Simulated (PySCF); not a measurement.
Zn(H)(OMe) (CH₄OZn), SMILES C[O][ZnH]. Atoms are numbered in the order given.

```xyz
7

Zn    -0.0352    -0.8149     0.0000
H     -0.3680    -2.2903     0.0000
O      0.5101     0.8781     0.0000
C     -0.2305     2.0745     0.0000
H     -0.8695     2.1725     0.8867
H      0.4657     2.9193     0.0000
H     -0.8695     2.1725    -0.8867
```
Charge 0, spin multiplicity 1.

The structure is a stationary point at B3LYP-D3(BJ)/def2-TZVP.

Calculation: B3LYP/pcSseg-1 (PySCF).

GIAO shieldings, no solvent; atoms alike by connectivity are averaged. δ = σ(ref) − σ: ¹H against TMS (σ = 31.68 ppm); ¹⁷O against H2O (σ = 333.8 ppm); ¹³C against TMS (σ = 181.3 ppm), references at their B3LYP-D3(BJ)/def2-TZVP geometries, non-relativistic.

Computed chemical shifts:
```csv
nucleus,atoms,count,δ (ppm)
¹H,"H5, H6, H7",3,4.14
¹H,H2,1,3.82
¹⁷O,O3,1,29.0
¹³C,C4,1,60.3
```
